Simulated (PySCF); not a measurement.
# Reading the logs of faulty runs: ClGeH4OSi

These are calculations, not measurements. The program is PySCF 2.14.0, an open-source quantum chemistry code, run on an isolated molecule that a program drew, which may never have been made. The molecule is ClGeH4OSi (charge 0, doublet), drawn as the SMILES string `O[SiH2][GeH][Cl]`.

Each row is a Hartree-Fock (HF) and frozen-core CCSD(T) single point in the cc-pV(D+d)Z basis, meant for a local HF minimum. Run 1 is clean. Each other run has one planted mistake out of seven kinds, and not every kind appears here: one electron removed, one electron added, multiplicity raised by two, geometry at a saddle point, minimal basis STO-3G, one bond length entered in bohr, all coordinates scaled. The reference is restricted for singlets and unrestricted otherwise, and also for a bond in bohr. Adding or removing an electron swaps singlet and doublet. Electrons count all cores. HOMO and LUMO are orbital energies over both spins, the gradient is its largest component, and the lowest frequency (negative if imaginary) is given only where the gradient is small. Bond lengths are over the 7 bonds as drawn. T1 is the CCSD diagnostic: over 0.02 (restricted) or 0.045 (unrestricted) a single reference is doubtful. Germanium has the cc-pVDZ-PP basis, with a core potential (ECP10MDF) in place of its 10 inner electrons, and its 3s, 3p and 3d shells are frozen in CCSD(T).

Geometry of the clean run:
```xyz
8
ClGeH4OSi, angstrom
O    -1.3684    1.4187   -0.4588
Si    0.0508    1.0140    0.2838
Ge    0.2570    2.5901    2.0869
Cl    2.0852    2.0538    3.1879
H    -1.6462    0.9487   -1.2314
H     0.0096   -0.3485    0.8538
H     1.1943    1.1032   -0.6510
H     0.4466    4.0627    1.6965
```

```
run  electrons  basis functions  <S^2>  HOMO (eV)  LUMO (eV)  gradient (hartree/bohr)  lowest frequency (cm^-1)  mean bond (Å)  longest bond (Å)      T1  HF (hartree)  CCSD(T) (hartree)                     mistake
  1         75              103  0.757      -8.87       0.53                  2.3e-05                        44         1.6707             2.404  0.0135   -1119.07749        -1119.63479                    no fault
  2         75              103  0.757      -8.80       0.63                  1.4e-02                         -         1.6456             2.368  0.0132   -1119.07571        -1119.63130      all coordinates scaled
  3         75              103  3.764      -4.78      -2.78                  4.4e-02                         -         1.6707             2.404  0.0372   -1118.86204        -1119.42803  multiplicity raised by two
  4         76              103  0.000      -1.24       7.37                  6.5e-02                         -         1.6707             2.404  0.0117   -1119.08898        -1119.67130                           ?
  5         74              103  0.000     -16.80      -7.10                  6.4e-02                         -         1.6707             2.404  0.0197   -1118.78291        -1119.34289                           ?
```

**Which mistake was planted in run 4, and what did it cost?**

It counts 76 electrons, one more than the clean run, at the same geometry and basis. So the mistake is: one electron added. Subtracting run 1 and multiplying by 627.51 kcal/mol a hartree, the energy moved by -7.2 kcal/mol in HF and -22.9 kcal/mol in CCSD(T).

**Which mistake was planted in run 5, and what did it cost?**

It counts 74 electrons, one fewer than the clean run, at the same geometry and basis. So the mistake is: one electron removed. Subtracting run 1 and multiplying by 627.51 kcal/mol a hartree, the energy moved by 184.9 kcal/mol in HF and 183.2 kcal/mol in CCSD(T).

